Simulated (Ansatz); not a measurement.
Isolated molecules relaxed with PBE0-D4/def2-TZVP in Ansatz; ΔE leaves out vibrations. CBS: MP2 limit from def2 TZ/QZ plus the TZ coupled-cluster correction, frozen cores. This one scheme is used for every species. Functionals use def2-TZVPP. B3LYP here is the variant with VWN-RPA as its local correlation; programs differ in this. HSE06 is defined as in plane-wave codes.

Consider the formal exchange of groups at the Si–C bond: `N#C[SiH]1CS1` + CH₄ → `C[SiH]1CS1` + `C#N`.

(1) Is it downhill or uphill in electronic energy at CCSD(T)/CBS, and by how much? (An estimate is asked.)

(2) What do these levels give: B3LYP-D4, r2SCANh-D4, r2SCAN0-D4, HSE06-D4, CAM-B3LYP-D4, PBE, revPBE, PBE0, B3LYP, r2SCANh, HF/def2-SVP, CCSD/CBS(def2)? (Best estimate.)

Largest T1 diagnostic among the species: 0.014.

## Answers

(1) The calculation gave: Uphill: ΔE = +32.0 kJ/mol.

(2) Ansatz gave: B3LYP-D4 36.9, r2SCANh-D4 35.1, r2SCAN0-D4 33.3, HSE06-D4 32.4, CAM-B3LYP-D4 34.1, PBE 35.7, revPBE 37.7, PBE0 32.8, B3LYP 38.2, r2SCANh 35.3, HF/def2-SVP 35.9, CCSD/CBS(def2) 30.8 kJ/mol.

At CCSD(T), def2-SVP lies +4.7 kJ/mol from the extrapolated value and def2-TZVPP +1.4 kJ/mol. From BLYP to BHLYP (50 % exact exchange), in def2-TZVPP and without D4, ΔE moves by −5.4 kJ/mol. Leaving LDA and LC-ωPBE aside and taking each functional with its dispersion term where it has one, the values, not all of them listed here, spread over 8.3 kJ/mol, from ωB97M-V to BLYP-D4. LDA lies −5.7 kJ/mol from PBE without D4.
